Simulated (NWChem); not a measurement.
System: CBr, doublet; SMILES [C]Br

Excerpt of the output:

```
             Northwest Computational Chemistry Package (NWChem) 7.3.0
             --------------------------------------------------------

                             Geometry "geometry" -> ""
                             -------------------------

 Output coordinates in angstroms (scale by  1.889725989 to convert to a.u.)

  No.       Tag          Charge          X              Y              Z
 ---- ---------------- ---------- -------------- -------------- --------------
    1 C                    6.0000     0.00000000     0.00000000    -1.50894000
    2 Br                  35.0000     0.00000000     0.00000000     0.26324500

 Effective nuclear repulsion energy (a.u.)      62.7063327417

                                 NWChem DFT Module
                                 -----------------

 Summary of "ao basis" -> "ao basis" (spherical)
 ------------------------------------------------------------------------------
       Tag                 Description            Shells   Functions and Types
 ---------------- ------------------------------  ------  ---------------------
 C                        aug-cc-pvdz                9       23   4s3p2d
 Br                       aug-cc-pvdz               14       36   6s5p3d

            General Information
            -------------------
          SCF calculation type: DFT
          Wavefunction type:  spin polarized.
          No. of atoms     :     2
          No. of electrons :    41
           Alpha electrons :    21
            Beta electrons :    20
          Charge           :     0
          Spin multiplicity:     2
          Use of symmetry is: off; symmetry adaption is: off
          Maximum number of iterations: 150
          AO basis - number of functions:    59
                     number of shells:    23
          Convergence on energy requested:  1.00D-06
          Convergence on density requested:  1.00D-05
          Convergence on gradient requested:  5.00D-04

              XC Information
              --------------
                         B3LYP Method XC Potential
                     Hartree-Fock (Exact) Exchange  0.200
                        Slater Exchange Functional  0.800 local
                    Becke 1988 Exchange Functional  0.720 non-local
              Lee-Yang-Parr Correlation Functional  0.810
                  VWN I RPA Correlation Functional  0.190 local

             Grid Information
             ----------------
          Grid used for XC integration:  medium
          Radial quadrature: Mura-Knowles
          Angular quadrature: Lebedev.
          Tag              B.-S. Rad. Rad. Pts. Rad. Cut. Ang. Pts.
          ---              ---------- --------- --------- ---------
          C                   0.70       49          11.0       434
          Br                  1.15      112          11.0       590
          Grid pruning is: on
          Number of quadrature shells:   161
          Spatial weights used:  Erf1

      Superposition of Atomic Density Guess
      -------------------------------------

 Sum of atomic energies:       -2610.04112569

      Non-variational initial energy
      ------------------------------

 Total energy =   -2610.226505
 1-e energy   =   -3756.460866
 2-e energy   =    1083.528028
 HOMO         =      -0.071248
 LUMO         =      -0.071248

   convergence    iter        energy       DeltaE   RMS-Dens  Diis-err
 ---------------- ----- ----------------- --------- --------- ---------
 d= 0,ls=0.0,diis     1  -2612.0494388502 -2.67D+03  9.70D-03  1.02D-01
                                                     7.29D-03  7.31D-02
 d= 0,ls=0.0,diis     2  -2611.9822819302  6.72D-02  5.47D-03  1.85D-01
                                                     5.60D-03  1.96D-01
 d= 0,ls=0.0,diis     3  -2612.0858714363 -1.04D-01  1.89D-03  1.85D-02
                                                     1.79D-03  1.53D-02
 d= 0,ls=0.0,diis     4  -2612.0972429369 -1.14D-02  4.32D-04  8.57D-04
                                                     3.56D-04  9.14D-04
 d= 0,ls=0.0,diis     5  -2612.0977326964 -4.90D-04  7.23D-05  2.27D-05
                                                     1.39D-04  4.92D-05
  Resetting Diis
 d= 0,ls=0.0,diis     6  -2612.0977663141 -3.36D-05  3.77D-05  3.25D-06
                                                     2.36D-05  1.44D-06
 d= 0,ls=0.0,diis     7  -2612.0977688340 -2.52D-06  1.71D-05  2.48D-07
                                                     8.84D-06  6.02D-08
 d= 0,ls=0.0,diis     8  -2612.0977689185 -8.45D-08  5.94D-06  2.04D-07
                                                     8.11D-06  3.24D-07

[...]

                                NWChem TDDFT Module
                                -------------------

            General Information
            -------------------
           No. of orbitals :     118
            Alpha orbitals :      59
             Beta orbitals :      59
        Alpha frozen cores :       0
         Beta frozen cores :       0
     Alpha frozen virtuals :       0
      Beta frozen virtuals :       0
         Spin multiplicity :       2
    Number of AO functions :      59
        Use of symmetry is : off
      Symmetry adaption is : off
         Schwarz screening :  0.10D-07

              XC Information
              --------------
                  B3LYP Method XC Potential
              Hartree-Fock (Exact) Exchange   0.20
                 Slater Exchange Functional   0.80 local
             Becke 1988 Exchange Functional   0.72 non-local
       Lee-Yang-Parr Correlation Functional   0.81
           VWN I RPA Correlation Functional   0.19 local

             TDDFT Information
             -----------------
          Calculation type : Tamm-Dancoff TDDFT
         Wavefunction type : Unrestricted
          No. of electrons :      41
           Alpha electrons :      21
            Beta electrons :      20
              No. of roots :       8
          Max subspacesize :    5600
            Max iterations :     100
               Target root :       1
           Target symmetry : none
      Symmetry restriction : off
                 Algorithm : Optimal
        Davidson threshold :  0.10D-03

    8 smallest eigenvalue differences (eV)
--------------------------------------------------------
  No. Spin  Occ  Vir  Irrep   E(Occ)    E(Vir)   E(Diff)
--------------------------------------------------------
    1    1   21   22 a        -0.223    -0.133     2.441
    2    2   20   21 a        -0.325    -0.118     5.655
    3    1   20   22 a        -0.346    -0.133     5.813
    4    1   21   23 a        -0.223    -0.007     5.867
    5    1   21   24 a        -0.223     0.019     6.569
    6    2   19   21 a        -0.361    -0.118     6.627
    7    2   20   22 a        -0.325    -0.080     6.682
    8    1   19   22 a        -0.380    -0.133     6.715
--------------------------------------------------------

  Entering Davidson iterations
  Unrestricted

  Iter   NTrls   NConv    DeltaV     DeltaE      Time
  ----  ------  ------  ---------  ---------  ---------
    1      8       0     0.16E+00   0.10+100       27.3
    2     16       0     0.38E-01   0.36E-01       32.0
    3     24       0     0.10E-01   0.53E-02       31.1
    4     32       1     0.33E-02   0.27E-03       31.6
    5     39       6     0.15E-02   0.22E-04       31.2
    6     41       7     0.48E-03   0.34E-05       30.8
    7     42       8     0.79E-04   0.25E-06       26.5
  ----  ------  ------  ---------  ---------  ---------
  Convergence criterion met

  Ground state a       -2612.097768918510 a.u.
  <S2> =   0.7548

  ----------------------------------------------------------------------------
  Root   1         a              0.007058858 a.u.                0.1921 eV
  <S2> =   0.7952
  ----------------------------------------------------------------------------
     Transition Moments    X -0.00000   Y  0.00000   Z  0.00000
     Dipole Oscillator Strength                    0.0000000000
     Electric Quadrupole                           0.0000000000
     Magnetic Dipole                               0.0000000630
     Total Oscillator Strength                     0.0000000630

     Occ.   18 alpha a   ---  Virt.   22 alpha a       -0.09147
     Occ.   21 alpha a   ---  Virt.   22 alpha a       -0.99276
  ----------------------------------------------------------------------------
  Root   2         a              0.102453763 a.u.                2.7879 eV
  <S2> =   2.7442
  ----------------------------------------------------------------------------
     Transition Moments    X -0.00577   Y  0.05055   Z  0.00000
     Dipole Oscillator Strength                    0.0001767832
     Electric Quadrupole                           0.0000000003
     Magnetic Dipole                               0.0000000006
     Total Oscillator Strength                     0.0001767841

     Occ.   17 alpha a   ---  Virt.   22 alpha a        0.06955
     Occ.   20 alpha a   ---  Virt.   22 alpha a        0.66279
     Occ.   17 beta  a   ---  Virt.   21 beta  a       -0.05792
     Occ.   20 beta  a   ---  Virt.   21 beta  a       -0.73580
     Occ.   20 beta  a   ---  Virt.   28 beta  a        0.05334
  ----------------------------------------------------------------------------
  Root   3         a              0.159862857 a.u.                4.3501 eV
  <S2> =   0.7952
  ----------------------------------------------------------------------------
     Transition Moments    X  0.24690   Y  0.02818   Z -0.00000
     Dipole Oscillator Strength                    0.0065815060
     Electric Quadrupole                           0.0000000044
     Magnetic Dipole                               0.0000001895
     Total Oscillator Strength                     0.0065816999

[...]
```

Level: B3LYP/aug-cc-pVDZ, spin-unrestricted, TDA. The state is orbitally degenerate and is run as one real component. Geometry: optimised at PBE0-D3(BJ)/def2-TZVP, spin-unrestricted. No stability test was run on the SCF state.

Question: Which NWChem input produces such a log?

Answer: This is not unique; one that fits is the input that was run:
```
start job
memory heap 200 mb stack 900 mb global 1100 mb
geometry units angstroms noautosym nocenter noautoz
  C      0.000000     0.000000    -1.508940
  Br     0.000000     0.000000     0.263245
end
basis spherical
  C library aug-cc-pvdz
  Br library aug-cc-pvdz
end
dft
  odft
  mult 2
  xc b3lyp
  iterations 150
end
tddft
  cis
  nroots 8
end
task tddft energy
```
